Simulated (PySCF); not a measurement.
Isomers of C6H12ClFO.

All values: CAM-B3LYP/def2-SVPD (PySCF) at PBE0-D3(BJ)/def2-SVP geometries, gas phase, one conformer each. Core orbitals are frozen in the response; Δα² is half the sum of the squared differences of the principal polarisabilities.

Problem. Rank by vertical ionisation energy (ΔSCF), highest first.
A. `[CH3:1][C:2]([CH3:3])([CH2:4][F:5])[O:6][CH2:7][CH2:8][Cl:9]` with C1–C2–C4–F5 164°, C1–C2–O6–C7 177°, C2–O6–C7–C8 -146°, O6–C7–C8–Cl9 67°
B. `[CH3:1][CH2:2][C@@H:3]([CH2:4][O:5][CH3:6])[C@@H:7]([F:8])[Cl:9]` with C1–C2–C3–C4 68°, C2–C3–C4–O5 -177°, C3–C4–O5–C6 179°, C2–C3–C7–F8 -55°
C. `[CH3:1][C@@H:2]([F:3])[CH2:4][CH2:5][C@@H:6]([Cl:7])[CH2:8][OH:9]` with C1–C2–C4–C5 -178°, C2–C4–C5–C6 177°, C4–C5–C6–Cl7 62°, C5–C6–C8–O9 179°, C6–C8–O9–H 54°

Solution. C (10.55 eV), B (10.09 eV), A (9.73 eV).

Problem. Rank by HOMO energy, highest first.
A. `[CH3:1][C:2]([CH3:3])([CH2:4][F:5])[O:6][CH2:7][CH2:8][Cl:9]` with C1–C2–C4–F5 164°, C1–C2–O6–C7 177°, C2–O6–C7–C8 -146°, O6–C7–C8–Cl9 67°
B. `[CH3:1][C@@H:2]([F:3])[CH2:4][CH2:5][C@@H:6]([Cl:7])[CH2:8][OH:9]` with C1–C2–C4–C5 -178°, C2–C4–C5–C6 177°, C4–C5–C6–Cl7 62°, C5–C6–C8–O9 179°, C6–C8–O9–H 54°
C. `[CH3:1][CH2:2][C@@H:3]([CH2:4][O:5][CH3:6])[C@@H:7]([F:8])[Cl:9]` with C1–C2–C3–C4 68°, C2–C3–C4–O5 -177°, C3–C4–O5–C6 179°, C2–C3–C7–F8 -55°

Solution. A (-9.07 eV), C (-9.28 eV), B (-9.64 eV).

Problem. Rank by polarisability anisotropy Δα, lowest first.
A. `[CH3:1][C@@H:2]([F:3])[CH2:4][CH2:5][C@H:6]([Cl:7])[CH2:8][OH:9]` with C1–C2–C4–C5 -171°, C2–C4–C5–C6 -53°, C4–C5–C6–Cl7 -54°, C5–C6–C8–O9 -178°, C6–C8–O9–H -54°
B. `[CH3:1][CH2:2][C@@H:3]([CH2:4][O:5][CH3:6])[C@@H:7]([F:8])[Cl:9]` with C1–C2–C3–C4 68°, C2–C3–C4–O5 -177°, C3–C4–O5–C6 179°, C2–C3–C7–F8 -55°
C. `[CH3:1][C:2]([CH3:3])([CH2:4][F:5])[O:6][CH2:7][CH2:8][Cl:9]` with C1–C2–C4–F5 164°, C1–C2–O6–C7 177°, C2–O6–C7–C8 -146°, O6–C7–C8–Cl9 67°
D. `[CH3:1][C@@H:2]([F:3])[CH2:4][CH2:5][C@@H:6]([Cl:7])[CH2:8][OH:9]` with C1–C2–C4–C5 -178°, C2–C4–C5–C6 177°, C4–C5–C6–Cl7 62°, C5–C6–C8–O9 179°, C6–C8–O9–H 54°

Solution. C (2.25 Å³), A (2.86 Å³), B (3.23 Å³), D (3.61 Å³).

All values together:

| SMILES | μ (D) | HOMO (eV) | LUMO (eV) | α (Å³) | Δα (Å³) | ΔSCF removal energy (eV) |
| --- | --- | --- | --- | --- | --- | --- |
| C[C@@H](F)CC[C@@H](Cl)CO | 2.14 | -9.64 | 1.10 | 13.83 | 3.61 | 10.55 |
| CC[C@@H](COC)[C@@H](F)Cl | 3.07 | -9.28 | 1.15 | 13.90 | 3.23 | 10.09 |
| C[C@@H](F)CC[C@H](Cl)CO | 2.57 | -9.64 | 1.03 | 13.71 | 2.86 | 10.55 |
| CC(C)(CF)OCCCl | 2.12 | -9.07 | 1.23 | 13.66 | 2.25 | 9.73 |

Conformers: `[CH3:1][C@@H:2]([F:3])[CH2:4][CH2:5][C@@H:6]([Cl:7])[CH2:8][OH:9]` with C1–C2–C4–C5 -178°, C2–C4–C5–C6 177°, C4–C5–C6–Cl7 62°, C5–C6–C8–O9 179°, C6–C8–O9–H 54°; `[CH3:1][CH2:2][C@@H:3]([CH2:4][O:5][CH3:6])[C@@H:7]([F:8])[Cl:9]` with C1–C2–C3–C4 68°, C2–C3–C4–O5 -177°, C3–C4–O5–C6 179°, C2–C3–C7–F8 -55°; `[CH3:1][C@@H:2]([F:3])[CH2:4][CH2:5][C@H:6]([Cl:7])[CH2:8][OH:9]` with C1–C2–C4–C5 -171°, C2–C4–C5–C6 -53°, C4–C5–C6–Cl7 -54°, C5–C6–C8–O9 -178°, C6–C8–O9–H -54°; `[CH3:1][C:2]([CH3:3])([CH2:4][F:5])[O:6][CH2:7][CH2:8][Cl:9]` with C1–C2–C4–F5 164°, C1–C2–O6–C7 177°, C2–O6–C7–C8 -146°, O6–C7–C8–Cl9 67°.
